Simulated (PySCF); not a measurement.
Ethylcyclopentane, C7H14.
Numbering: `[CH3:1][CH2:2][CH:3]1[CH2:4][CH2:5][CH2:6][CH2:7]1`

Probes without a nucleus sit at each ring's centroid and 1 Å off its mean plane on both sides; NICS is minus the shielding there, NICSzz its component along the normal. Level: GIAO PBE0/pcSseg-1 (PySCF, non-relativistic, gas phase) on the GFN2-xTB geometry, one conformer.

Ring bond lengths (Å), with Mayer bond orders in brackets: C3–C4 1.534 (1.01), C4–C5 1.524 (1.03), C5–C6 1.527 (1.04), C6–C7 1.536 (1.04), C7–C3 1.544 (0.99).

Task: Give the NICS values of each ring in ppm.

Result: 
| ring | type | NICS(0) | NICS(1), two faces | NICS(1)zz, two faces | rms pucker (Å) | centre to ring atoms, mean (Å) |
| --- | --- | --- | --- | --- | --- | --- |
| C3–C4–C5–C6–C7 | 5-membered carbocycle; formal bonds all single | -5.2 | -3.9 / -4.0 | -3.7 / -3.0 | 0.18 | 1.28 |

Task: What can be read from them?

Result: 
- C3–C4–C5–C6–C7: mean NICS(1)zz -3.4 ppm, shielded. C3, C4, C5, C6, C7 have four or more neighbours, so the value isn't read as a sign of a π ring current.

Task: At the second NICS(1) probe listed for ring C3–C4–C5–C6–C7, 1 Å off the ring, what do the in-plane components average?

Result: The isotropic value is a third of the trace: (3 × -4.0 − (-3.0))/2 = -4.5 ppm.

Task: How shielded are the nuclei of the rings and their hydrogens (means over atoms taken as equivalent)?

Result: 
| atoms | environment | σ isotropic (ppm) | principal values of the symmetric part, first atom (ppm) |
| --- | --- | --- | --- |
| C3 | sp3 CH carbon | 142.0 | 118.1, 141.7, 166.3 |
| C4 (×2) | ring CH2 carbon | 151.1 | 121.0, 154.8, 167.1 |
| C5 (×2) | ring CH2 carbon | 156.6 | 131.3, 164.8, 170.5 |
| H on C3 | methine hydrogen | 30.12 | 27.2, 28.3, 34.9 |
| H on C4 (×2) | methylene hydrogen | 30.63 | 26.0, 30.2, 36.0 |
| H on C4 (×2) | methylene hydrogen | 29.85 | 25.3, 28.0, 36.3 |
| H on C5 (×2) | methylene hydrogen | 30.09 | 25.2, 27.0, 37.7 |
| H on C5 (×2) | methylene hydrogen | 30.11 | 26.0, 27.8, 37.2 |
